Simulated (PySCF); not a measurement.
**LaF at r²SCAN**

Computed with r²SCAN; La x2c-TZVPall, F x2c-TZVPall; spin-free X2C with a Gaussian nucleus (PySCF 2.14).

For LaF, the state is triplet, about 0.1 electrons in the 4f shell (Mulliken). The bond length is 2.061 Å. The harmonic wavenumber is 547 cm⁻¹ and the force constant is 2.95 mdyn/Å. The rotational constant Be is 0.2376 cm⁻¹, the anharmonicity ωexe is 2.08 cm⁻¹ and the vibration–rotation constant αe is 0.00119 cm⁻¹. The bond order (Mayer) is 0.86. The dipole moment (positive dipole means La(−)F(+)) is -3.10 D.

Spin–orbit coupling is left out, which matters for elements this heavy, above all for dissociation energies. With d or f electrons several states lie close, and the lowest PBE0 determinant need not be the measured ground state.
